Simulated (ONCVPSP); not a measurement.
# Pseudopotential generation for Ir: ONCV, revPBE, fully relativistic.

The input file (ONCVPSP 4.0.1):

```
# ATOM AND REFERENCE CONFIGURATION
# atsym  z   nc   nv     iexc    psfile
  Ir 77.00   10    4  -102130      upf
#
#   n    l    f
    1    0    2.00
    2    0    2.00
    2    1    6.00
    3    0    2.00
    3    1    6.00
    3    2   10.00
    4    0    2.00
    4    1    6.00
    4    2   10.00
    4    3   14.00
    5    0    2.00
    5    1    6.00
    5    2    7.00
    6    0    1.50
#
# PSEUDOPOTENTIAL AND OPTIMIZATION
# lmax
    2
#
#   l,   rc,      ep,       ncon, nbas, qcut
    0    1.70    0.00    3    6    7.40
    1    1.20    0.00    4    7    5.70
    2    2.35    0.00    4    8    5.70
#
# LOCAL POTENTIAL
# lloc, lpopt,  rc(5),   dvloc0
    4    5    0.95    1.00
#
# VANDERBILT-KLEINMAN-BYLANDER PROJECTORs
# l, nproj, debl
    0    2    3.10
    1    1    4.00
    2    3    3.70
#
# MODEL CORE CHARGE
# icmod, fcfact, rcfact
    2    0.25    0.90
#
# LOG DERIVATIVE ANALYSIS
# epsh1, epsh2, depsh
   -5.00    5.00    0.04
#
# OUTPUT GRID
# rlmax, drl
    6.00    0.01
#
# TEST CONFIGURATIONS
# ncnf
    4
# nvcnf
#   n    l    f
    4
    5    0    2.00
    5    1    6.00
    5    2    7.00
    6    0    2.00
#
    4
    5    0    2.00
    5    1    6.00
    5    2    7.00
    6    0    1.00
#
    4
    5    0    2.00
    5    1    6.00
    5    2    7.00
    6    0    0.00
#
    5
    5    0    2.00
    5    1    6.00
    5    2    7.00
    6    0    1.00
    6    1    1.00
#
```

Command:

```bash
oncvpspr.x < Ir.dat > Ir.out
```

Output (shortened: citation, most of the input echo, consistency checks and plot data are left out):

```
ONCVPSP  (Optimized Norm-Conservinng Vanderbilt PSeudopotential)
relativistic version 4.0.1

#   n    l    f        energy (Ha)
    1    0    2.00    -2.7939411D+03
    2    0    2.00    -4.8849628D+02
    2    1    6.00    -4.0804113D+02    -4.6785888D+02
    3    0    2.00    -1.1435702D+02
    3    1    6.00    -9.2032435D+01    -1.0513077D+02
    3    2   10.00    -7.3837189D+01    -7.6667150D+01
    4    0    2.00    -2.4511039D+01
    4    1    6.00    -1.7523611D+01    -2.0620653D+01
    4    2   10.00    -1.0582182D+01    -1.1157000D+01
    4    3   14.00    -2.3722015D+00    -2.4868125D+00
    5    0    2.00    -3.7365105D+00
    5    1    6.00    -2.0189780D+00    -2.5171192D+00
    5    2    7.00    -3.8826946D-01    -4.3398061D-01
    6    0    1.50    -3.5880291D-01

Reference configufation results
  iterations    25
  all-electron total energy (Ha)   -1.78582520D+04

Begin loop to  construct optimized pseudo wave functions
and semi-local pseudopoentials for all angular momenta

Calculating optimized projector #   1

 for l=   0

    Fraction of norm inside rc  0.974133
    Optimizing pswf for qcut=   7.39 a_B^-1,  ecut=  27.32 Ha
    Residual kinetic energy error=  4.30D-06 Ha

    Energy error per electron        Cutoff
         Ha          eV             Ha
         0.01000     0.27211       13.56
         0.00100     0.02721       18.73
         0.00010     0.00272       22.20
         0.00001     0.00027       25.88

Calculating optimized projector #   2

 for l=   0

    Fraction of norm inside rc  0.099345
    Optimizing pswf for qcut=   7.39 a_B^-1,  ecut=  27.32 Ha
    Residual kinetic energy error=  2.96D-06 Ha

    Energy error per electron        Cutoff
         Ha          eV             Ha
         0.01000     0.27211       11.17
         0.00100     0.02721       18.25
         0.00010     0.00272       22.26
         0.00001     0.00027       25.73

Calculating optimized projector #   1

 for l=   1

    Fraction of norm inside rc  0.582919
    Optimizing pswf for qcut=   5.70 a_B^-1,  ecut=  16.24 Ha
    Residual kinetic energy error=  3.35D-02 Ha

    Energy error per electron        Cutoff
         Ha          eV             Ha
         0.01000     0.27211       41.85
         0.00100     0.02721       92.90
         0.00010     0.00272      108.83
         0.00001     0.00027      150.47

Calculating optimized projector #   1

 for l=   1

    Fraction of norm inside rc  0.687125
    Optimizing pswf for qcut=   5.70 a_B^-1,  ecut=  16.24 Ha
    Residual kinetic energy error=  2.40D-02 Ha

    Energy error per electron        Cutoff
         Ha          eV             Ha
         0.01000     0.27211       40.83
         0.00100     0.02721       93.68
         0.00010     0.00272      110.04
         0.00001     0.00027      154.79

   Wellstate for l =  2  n =  8 kap= -3
     eigenvalue =   3.3117
     asymptotic potential =   3.8117
     half-point radius =  4.1018

   Wellstate for l =  2  n = 10 kap= -3
     eigenvalue =   7.0117
     asymptotic potential =   7.5117
     half-point radius =  4.2181

Calculating optimized projector #   1

 for l=   2

    Fraction of norm inside rc  0.827982
    Optimizing pswf for qcut=   5.71 a_B^-1,  ecut=  16.29 Ha
    Residual kinetic energy error=  3.37D-05 Ha

    Energy error per electron        Cutoff
         Ha          eV             Ha
         0.01000     0.27211       10.76
         0.00100     0.02721       13.23
         0.00010     0.00272       15.47
         0.00001     0.00027       29.19

Calculating optimized projector #   2

 for l=   2

    Fraction of norm inside rc  0.167038
    Optimizing pswf for qcut=   5.71 a_B^-1,  ecut=  16.29 Ha
    Residual kinetic energy error=  7.39D-04 Ha

    Energy error per electron        Cutoff
         Ha          eV             Ha
         0.01000     0.27211       13.01
         0.00100     0.02721       16.21
         0.00010     0.00272       33.85
         0.00001     0.00027       54.70

Calculating optimized projector #   3

 for l=   2

    Fraction of norm inside rc  0.102518
    Optimizing pswf for qcut=   5.71 a_B^-1,  ecut=  16.29 Ha
    Residual kinetic energy error=  7.08D-03 Ha

    Energy error per electron        Cutoff
         Ha          eV             Ha
         0.01000     0.27211       15.65
         0.00100     0.02721       25.17
         0.00010     0.00272       56.80
         0.00001     0.00027       68.40

   Wellstate for l =  2  n =  8 kap=  2
     eigenvalue =   3.2660

   Wellstate for l =  2  n = 10 kap=  2
     eigenvalue =   6.9947

Calculating optimized projector #   1

 for l=   2

    Fraction of norm inside rc  0.854079
    Optimizing pswf for qcut=   5.71 a_B^-1,  ecut=  16.29 Ha
    Residual kinetic energy error=  4.40D-05 Ha

    Energy error per electron        Cutoff
         Ha          eV             Ha
         0.01000     0.27211       11.02
         0.00100     0.02721       13.44
         0.00010     0.00272       15.89
         0.00001     0.00027       35.63

Calculating optimized projector #   2

 for l=   2

    Fraction of norm inside rc  0.169450
    Optimizing pswf for qcut=   5.71 a_B^-1,  ecut=  16.29 Ha
    Residual kinetic energy error=  9.49D-04 Ha

    Energy error per electron        Cutoff
         Ha          eV             Ha
         0.01000     0.27211       13.26
         0.00100     0.02721       16.59
         0.00010     0.00272       38.82
         0.00001     0.00027       55.75

Calculating optimized projector #   3

 for l=   2

    Fraction of norm inside rc  0.105631
    Optimizing pswf for qcut=   5.71 a_B^-1,  ecut=  16.29 Ha
    Residual kinetic energy error=  9.07D-03 Ha

    Energy error per electron        Cutoff
         Ha          eV             Ha
         0.01000     0.27211       16.12
         0.00100     0.02721       26.42
         0.00010     0.00272       59.70
         0.00001     0.00027       69.34

Construct Vanderbilt / Kleinmman-Bylander projectors

B matrix Hermiticity error, ll=  0  kap= -1
   1   2    5.6965D-04

  Orthonormal projector coefficients  1.7563E+01  2.3135E+00

B matrix Hermiticity error, ll=  2  kap= -3
   1   2    2.9323D-04
   1   3    4.9808D-04
   2   3   -2.3877D-04

  Orthonormal projector coefficients  7.0561E+00 -5.2011E+00 -7.5972E-01

B matrix Hermiticity error, ll=  2  kap=  2
   1   2    3.1347D-04
   1   3    5.3493D-04
   2   3   -2.4279D-04

  Orthonormal projector coefficients  7.5578E+00 -3.6600E+00 -8.3015E-01

 Orthonormal scalar projector coefficients, l =  1
  1.0527E+01  2.9691E-02

 Orthonormal spin-orbit projector coefficients, l =  1
  9.2446E-01 -6.7620E-01

 Orthonormal scalar projector coefficients, l =  2
  7.2271E+00 -4.5404E+00 -7.9544E-01 -7.0816E-03 -1.0158E-05  4.0343E-06

 Orthonormal spin-orbit projector coefficients, l =  2
 -9.7732E-01  9.4709E-02  6.7961E-02  2.6075E-02 -3.5413E-04 -3.8636E-05

Model core correction analysis
  based on d2Exc/dn_idn_j

d2excae - all-electron derivatives

   -2.489040D-02   -2.089925D-02   -9.834006D-03   -1.525384D-03
   -2.089931D-02   -1.984261D-02   -1.202826D-02   -2.081551D-03
   -9.834062D-03   -1.202828D-02   -1.366308D-02   -9.034892D-03
   -1.525369D-03   -2.081433D-03   -9.034202D-03   -2.178586D-02

d2excps - pseudofunction derivatives with no core correction

   -5.316908D-02   -3.456696D-02   -1.339404D-02   -4.012867D-03
   -3.456793D-02   -3.186989D-02   -1.712161D-02   -3.149953D-03
   -1.339410D-02   -1.712172D-02   -1.954936D-02   -1.185094D-02
   -4.014806D-03   -3.149606D-03   -1.184933D-02   -2.775591D-02

rms 2nd derivative error    9.669611E-03

amplitude prefactor, scale prefactor
    5.9858    1.2740

d2excps - pseudofunction derivatives with core correction

   -2.835178D-02   -2.398271D-02   -1.120594D-02   -1.795782D-03
   -2.398261D-02   -2.549326D-02   -1.579761D-02   -2.370007D-03
   -1.120591D-02   -1.579761D-02   -1.946257D-02   -1.171879D-02
   -1.795683D-03   -2.369613D-03   -1.171718D-02   -2.754217D-02

rms 2nd derivative error    3.322167E-03

Pseudoatom total energy -105.236410

Diagnostic tests using Vanderbilt-Kleinman-Bylander pseudopotentials
  relativistic with J = L +/- 1/2 projectors

   l  kap   rcore       rmatch      e in        delta e    norm test   slope test

   0  -1   1.7055602   1.7573447  -3.7365105   0.0000035   1.0002289   1.0002079
   0  -1   1.7055602   1.7573447  -0.3588029   0.0000067   1.0000872   1.0000625

   1  -2   1.2055471   1.2421501  -2.0189780  -0.0000503   0.9999941   1.0000548
   1   1   1.2055471   1.2421501  -2.5171192  -0.0000122   0.9999977   1.0000044

   2  -3   2.3559063   2.4274368  -0.3882695  -0.0000033   0.9999379   0.9999466
   2   2   2.3559063   2.4274368  -0.4339806  -0.0000012   0.9999814   0.9999787
   2  -3   2.3559063   2.4274368   3.3117305  -0.0000026   1.0004779   1.0004779
   2   2   2.3559063   2.4274368   3.2946686   0.0000028   1.0003451   1.0003451
   2  -3   2.3559063   2.4274368   7.0117305  -0.0001630   0.9915011   0.9915011
   2   2   2.3559063   2.4274368   6.9967363   0.0001983   0.9998635   0.9998635

Diagnostic tests using Vanderbilt-Kleinman-Bylander pseudopotentials
  relativistic with scalar and spin-orbit non-local projectors

   l  kap   rcore       rmatch      e in        delta e    norm test   slope test

   0  -1   1.7055602   1.7573447  -3.7365105   0.0000035   1.0002289   1.0002079
   0  -1   1.7055602   1.7573447  -0.3588029   0.0000067   1.0000872   1.0000625

   1  -2   1.2055471   1.2421501  -2.0189780  -0.0000503   0.9999941   1.0000548
   1   1   1.2055471   1.2421501  -2.5171192  -0.0000122   0.9999977   1.0000044

   2  -3   2.3559063   2.4274368  -0.3882695   0.0031254   0.9970052   1.0030452
   2   2   2.3559063   2.4274368  -0.4339806   0.0032122   0.9967729   1.0020850
   2  -3   2.3559063   2.4274368   3.3117305   0.0004773   1.0007777   1.0007777
   2   2   2.3559063   2.4274368   3.2946686   0.0001977   1.0006050   1.0006050
   2  -3   2.3559063   2.4274368   7.0117305   0.0006223   0.9907197   0.9907197
   2   2   2.3559063   2.4274368   6.9967363   0.0011324   0.9996354   0.9996354

Ghost test for J = L + 1/2

 Testing for bound ghosts
   n   l    E NL Schr. Eq   E Basis Diag.   E Cutoff

   1   0       -3.736507       -3.736495     44.51
   2   0       -0.358796       -0.331165     44.51

   2   1       -2.019028       -2.018101    106.37

   3   2       -0.388273       -0.388144     80.02

 Testing for highly-localized positive-energy ghosts
       l    <radius>/rc     E Basis Diag.   E Cutoff

       0        0.183299        0.064080     44.51  WARNING - GHOST(+)

       2        0.264175        7.140294     80.02  WARNING - GHOST(+)

Ghost test for J = L - 1/2

 Testing for bound ghosts
   n   l    E NL Schr. Eq   E Basis Diag.   E Cutoff

   1   0       -3.736507       -3.736495     44.51
   2   0       -0.358796       -0.331165     44.51

   2   1       -2.517131       -2.516685    106.37

   3   2       -0.433982       -0.433907     80.02

 Testing for highly-localized positive-energy ghosts
       l    <radius>/rc     E Basis Diag.   E Cutoff

       0        0.183299        0.064080     44.51  WARNING - GHOST(+)

       2        0.632676        9.370136     80.02  WARNING - GHOST(+)

Test configuration 0

   n   l kap    f        eae           eps        diff
   1   0  -1  2.0000-2793.94108339
   2   0  -1  2.0000 -488.49627808
   2   1  -2  4.0000 -408.04113426
   2   1   1  2.0000 -467.85888432
   3   0  -1  2.0000 -114.35701690
   3   1  -2  4.0000  -92.03243485
   3   1   1  2.0000 -105.13076533
   3   2  -3  6.0000  -73.83718941
   3   2   2  4.0000  -76.66714982
   4   0  -1  2.0000  -24.51103896
   4   1  -2  4.0000  -17.52361131
   4   1   1  2.0000  -20.62065328
   4   2  -3  6.0000  -10.58218180
   4   2   2  4.0000  -11.15699979
   4   3  -4  8.0000   -2.37220151
   4   3   3  6.0000   -2.48681252
   5   0  -1  2.0000   -3.73651049   -3.73650699    3.50E-06
   5   1  -2  4.0000   -2.01897801   -2.01902836   -5.03E-05
   5   1   1  2.0000   -2.51711919   -2.51713143   -1.22E-05
   5   2  -3  4.2000   -0.38826946   -0.38827274   -3.27E-06
   5   2   2  2.8000   -0.43398061   -0.43398185   -1.24E-06
   6   0  -1  1.5000   -0.35880291   -0.35879620    6.72E-06

    Total energies and differences
      AE_ref= -1.78582520E+04  AE_tst= -1.78582520E+04  dif=  0.00E+00
      PS_ref= -1.05236410E+02  PS_tst= -1.05236410E+02  dif= -5.68E-14
      PSP excitation error=  5.68E-14

Test configuration 1

   n   l kap    f        eae           eps        diff
   1   0  -1  2.0000-2793.79363501
   2   0  -1  2.0000 -488.35010018
   2   1  -2  4.0000 -407.89495007
   2   1   1  2.0000 -467.71261055
   3   0  -1  2.0000 -114.21065661
   3   1  -2  4.0000  -91.88606946
   3   1   1  2.0000 -104.98441050
   3   2  -3  6.0000  -73.69091699
   3   2   2  4.0000  -76.52088669
   4   0  -1  2.0000  -24.36454556
   4   1  -2  4.0000  -17.37713810
   4   1   1  2.0000  -20.47416853
   4   2  -3  6.0000  -10.43575980
   4   2   2  4.0000  -11.01057111
   4   3  -4  8.0000   -2.22575780
   4   3   3  6.0000   -2.34037180
   5   0  -1  2.0000   -3.58953930   -3.58864977    8.90E-04
   5   1  -2  4.0000   -1.87118931   -1.87105470    1.35E-04
   5   1   1  2.0000   -2.36973925   -2.36936903    3.70E-04
   5   2  -3  4.2000   -0.24347091   -0.24345396    1.70E-05
   5   2   2  2.8000   -0.28845350   -0.28838708    6.64E-05
   6   0  -1  2.0000   -0.23015741   -0.23017072   -1.33E-05

    Total energies and differences
      AE_ref= -1.78582520E+04  AE_tst= -1.78583990E+04  dif= -1.47E-01
      PS_ref= -1.05236410E+02  PS_tst= -1.05383328E+02  dif= -1.47E-01
      PSP excitation error=  3.27E-07

Test configuration 2

   n   l kap    f        eae           eps        diff
   1   0  -1  2.0000-2794.09970949
   2   0  -1  2.0000 -488.65338230
   2   1  -2  4.0000 -408.19824709
   2   1   1  2.0000 -468.01610686
   3   0  -1  2.0000 -114.51426554
   3   1  -2  4.0000  -92.18968795
   3   1   1  2.0000 -105.28801163
   3   2  -3  6.0000  -73.99434297
   3   2   2  4.0000  -76.82429470
   4   0  -1  2.0000  -24.66840508
   4   1  -2  4.0000  -17.68094895
   4   1   1  2.0000  -20.77800883
   4   2  -3  6.0000  -10.73945484
   4   2   2  4.0000  -11.31428255
   4   3  -4  8.0000   -2.52947224
   4   3   3  6.0000   -2.64408243
   5   0  -1  2.0000   -3.89418084   -3.89532184   -1.14E-03
   5   1  -2  4.0000   -2.17731012   -2.17762900   -3.19E-04
   5   1   1  2.0000   -2.67513979   -2.67566215   -5.22E-04
   5   2  -3  4.2000   -0.54244107   -0.54247961   -3.85E-05
   5   2   2  2.8000   -0.58898330   -0.58907000   -8.67E-05
   6   0  -1  1.0000   -0.49448112   -0.49448666   -5.54E-06

    Total energies and differences
      AE_ref= -1.78582520E+04  AE_tst= -1.78580390E+04  dif=  2.13E-01
      PS_ref= -1.05236410E+02  PS_tst= -1.05023359E+02  dif=  2.13E-01
      PSP excitation error=  2.09E-06

Test configuration 3

   n   l kap    f        eae           eps        diff
   1   0  -1  2.0000-2794.44650992
   2   0  -1  2.0000 -488.99641813
   2   1  -2  4.0000 -408.54130770
   2   1   1  2.0000 -468.35944646
   3   0  -1  2.0000 -114.85742436
   3   1  -2  4.0000  -92.53285267
   3   1   1  2.0000 -105.63117800
   3   2  -3  6.0000  -74.33729892
   3   2   2  4.0000  -77.16723687
   4   0  -1  2.0000  -25.01172538
   4   1  -2  4.0000  -18.02418623
   4   1   1  2.0000  -21.12130245
   4   2  -3  6.0000  -11.08252289
   4   2   2  4.0000  -11.65737981
   4   3  -4  8.0000   -2.87244524
   4   3   3  6.0000   -2.98706227
   5   0  -1  2.0000   -4.23739601   -4.24191466   -4.52E-03
   5   1  -2  4.0000   -2.52107643   -2.52237097   -1.29E-03
   5   1   1  2.0000   -3.01874108   -3.02088270   -2.14E-03
   5   2  -3  4.2000   -0.87444749   -0.87470810   -2.61E-04
   5   2   2  2.8000   -0.92290699   -0.92331938   -4.12E-04
   6   0  -1  0.0000   -0.78360831   -0.78360831    0.00E+00

    Total energies and differences
      AE_ref= -1.78582520E+04  AE_tst= -1.78574018E+04  dif=  8.50E-01
      PS_ref= -1.05236410E+02  PS_tst= -1.04386107E+02  dif=  8.50E-01
      PSP excitation error= -1.03E-04

Test configuration 4

   n   l kap    f        eae           eps        diff
   1   0  -1  2.0000-2793.86366896
   2   0  -1  2.0000 -488.41851898
   2   1  -2  4.0000 -407.96333575
   2   1   1  2.0000 -467.78108762
   3   0  -1  2.0000 -114.27943586
   3   1  -2  4.0000  -91.95485043
   3   1   1  2.0000 -105.05317213
   3   2  -3  6.0000  -73.75957979
   3   2   2  4.0000  -76.58953414
   4   0  -1  2.0000  -24.43353810
   4   1  -2  4.0000  -17.44609041
   4   1   1  2.0000  -20.54314361
   4   2  -3  6.0000  -10.50463466
   4   2   2  4.0000  -11.07945717
   4   3  -4  8.0000   -2.29465497
   4   3   3  6.0000   -2.40926680
   5   0  -1  2.0000   -3.65908160   -3.65349435    5.59E-03
   5   1  -2  4.0000   -1.94127242   -1.93593711    5.34E-03
   5   1   1  2.0000   -2.43959810   -2.43412901    5.47E-03
   5   2  -3  4.2000   -0.30813454   -0.30348091    4.65E-03
   5   2   2  2.8000   -0.35406783   -0.34932720    4.74E-03
   6   0  -1  1.0000   -0.27740045   -0.27414993    3.25E-03
   6   1  -2  0.6667   -0.06830581   -0.07007566   -1.77E-03
   6   1   1  0.3333   -0.09365930   -0.09719843   -3.54E-03

    Total energies and differences
      AE_ref= -1.78582520E+04  AE_tst= -1.78582059E+04  dif=  4.61E-02
      PS_ref= -1.05236410E+02  PS_tst= -1.05194893E+02  dif=  4.15E-02
      PSP excitation error=  4.63E-03
```

The run took about 6.1 s on one core of a shared server CPU.
